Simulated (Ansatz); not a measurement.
Compare A (`BN(C)[SiH2]C`) with its isomer B (`CBN(C)[SiH3]`).

Calculated with Ansatz (gas phase, PBE0-D4/def2-TZVP geometries, no zero-point term in ΔE). CBS: MP2 limit from def2 TZ/QZ plus the TZ coupled-cluster correction, frozen cores. Functionals use def2-TZVPP. B3LYP here is the variant with VWN-RPA as its local correlation; programs differ in this. One conformer a species, not always the lowest.

(1) Which is lower in electronic energy at CCSD(T)/CBS, and by how much? (Best estimate.)

(2) Give E(B) − E(A) in kJ/mol with B3LYP-D4, r2SCAN-D4, ωB97M-V, PBE0-D4, MP2/def2-TZVPP, B2PLYP, B3LYP. (Best estimate.)

(3) Does the order hold for the free energy at 298.15 K (harmonic terms from PBE0-D4)? (An estimate is asked.)

Largest T1 diagnostic: 0.012.

Answers

(1) Ansatz gave: A, by 6.7 kJ/mol.

(2) The calculation gave: B3LYP-D4 5.7, r2SCAN-D4 5.5, ωB97M-V 6.9, PBE0-D4 4.4, MP2/def2-TZVPP 7.1, B2PLYP 5.9, B3LYP 4.8. None reverses the order clearly.

(3) Computed: Yes: G(B) − G(A) = +2.5 kJ/mol, for one conformer each. Modes under 60 cm⁻¹, often nearly free rotors, make the harmonic entropy too high.

Leaving LDA and LC-ωPBE aside and taking each functional with its dispersion term where it has one, the values, not all of them listed here, spread over 4.3 kJ/mol, from B97M-V to ωB97M-V. LDA lies −4.2 kJ/mol from PBE without D4. At CCSD(T), def2-SVP lies −8.7 kJ/mol from the extrapolated value and def2-TZVPP −0.9 kJ/mol.
